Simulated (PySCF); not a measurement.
Compound: TaS(OMe)3, C3H9O3STa (singlet state).
Cartesian coordinates in Å at the PBE0-D3(BJ)/def2-SVP level; atoms count from 1:
```xyz
17
C3H9O3STa angstrom
Ta    -0.0011    0.0034    0.1730
S      0.0525   -0.0492    2.3514
O      1.6406   -0.6695   -0.4618
C      2.9083   -1.1847   -0.1958
H      3.0895   -1.2397    0.8910
H      3.6800   -0.5433   -0.6522
H      3.0020   -2.1969   -0.6222
O     -0.2534    1.7852   -0.3802
C     -0.4423    3.1419   -0.1333
H     -0.4660    3.3447    0.9508
H     -1.3938    3.4787   -0.5768
H      0.3765    3.7268   -0.5840
O     -1.4298   -1.0786   -0.4067
C     -2.4806   -1.9497   -0.1271
H     -2.6473   -2.0281    0.9605
H     -2.2568   -2.9538   -0.5235
H     -3.4069   -1.5877   -0.6027
```

Theory: TDDFT CAM-B3LYP/def2-SVPD, vertical, gas phase, core orbitals frozen in the response, def2 core potentials past Kr in PySCF 2.14.0, density-fitted response routines. Spin–orbit coupling is left out.

Ground-to-excited transition dipoles (e·a0, same axes as the geometry; the sign carries no meaning), for the states with f of 0.002 or more among the lowest 8:

```csv
state,E (eV),μx,μy,μz
S2,4.856,-0.060,0.164,0.007
S3,4.858,0.165,0.061,-0.003
S5,5.763,0.002,0.055,-0.177
S6,5.808,0.015,0.029,0.698
S7,5.920,-0.121,0.458,-0.054
S8,5.927,-0.448,-0.127,0.016
```

(1) What oscillator strength does each state have?

(2) Which bond between heavy atoms lies closest to the direction of the S6 transition dipole?

(3) What peak molar absorption coefficient would the strongest computed level give as a lone Gaussian band 0.3 eV wide at half height?

Answers

(1) f = (2/3) ΔE |μ|² with ΔE in hartree (27.2114 eV).

```tsv
state	|μ|² (au)	|μ| (D)	f
S2	0.030	0.44	0.004
S3	0.031	0.45	0.004
S5	0.035	0.47	0.005
S6	0.488	1.78	0.069
S7	0.227	1.21	0.033
S8	0.217	1.19	0.032
```

(2) Ta1–S2, at 4° from it; next Ta1–O13 and Ta1–O3 at 70°.

(3) ε(max) = 2.175×10⁸ f / FWHM, with the width in cm⁻¹. S6: 2.175×10⁸ × 0.0695 / 2420 ≈ 6200 L mol⁻¹ cm⁻¹.

S2/S3 and S7/S8 coincide within about 0.01 eV; within a degenerate level the directions of the single components are arbitrary.
